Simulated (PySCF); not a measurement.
## Adding and removing an electron: PbF

UHF-MP2; basis Pb aug-cc-pVDZ-PP with ECP60, F aug-cc-pVDZ; scalar-relativistic core potentials; PySCF 2.14. Neutral (UHF): doublet (π ↑), Re = 2.079 Å, ωe = 516 cm⁻¹, De = 4.76 eV.

PbF⁺ (RHF): singlet (closed shell), Re = 1.998 Å, ωe = 624 cm⁻¹. The energies at the minima are -291.60316 hartree for PbF and -291.35600 for PbF⁺.

(1) Work out the adiabatic ionisation energy, without and with harmonic zero-point energies (1 hartree = 27.2114 eV, 1 eV = 8065.5 cm⁻¹), and the change of the bond length.

PbF⁻ (UHF): triplet (π ↑↑), Re = 2.181 Å, ωe = 399 cm⁻¹, De = 2.37 eV to Pb + F⁻. The energies at the minima are -291.60316 hartree for PbF and -291.64561 for PbF⁻.

(2) Work out the adiabatic electron affinity, without and with harmonic zero-point energies (1 hartree = 27.2114 eV, 1 eV = 8065.5 cm⁻¹), and the change of the bond length.

Correlated steps freeze 5 core orbitals. Correlated levels converge slowly with the basis: in double zeta they bind strong bonds too weakly, by up to about 1 eV, and carry superposition errors of some tenths. Spin–orbit coupling is left out, which matters for elements this heavy, above all for dissociation energies. For an ion De counts to the pair picked by the measured ionisation energies or electron affinities, which need not be the lowest pair at this level. States were picked by a PBE0 search and need not be the measured ground states.

Neutral and ion stand on different kinds of reference determinant, which adds to the error of the difference.

Answers

(1) At MP2: 0.24716 hartree = 6.726 eV between the minima; the zero-point term (624.0 − 516.0)/2 cm⁻¹ = +0.007 eV makes it 6.732 eV. Re changes by -8.1 pm against the neutral. The electron leaves a π orbital, and the shorter bond of the ion fits an antibonding orbital, or a change in how ionic the bond is.

(2) At UHF-MP2: 0.04245 hartree = 1.155 eV between the minima; the zero-point term (516.0 − 399.0)/2 cm⁻¹ = +0.007 eV makes it 1.162 eV. Re changes by +10.2 pm against the neutral. The electron enters a π orbital, and the longer bond of the ion fits an antibonding orbital, or a change in how ionic the bond is.
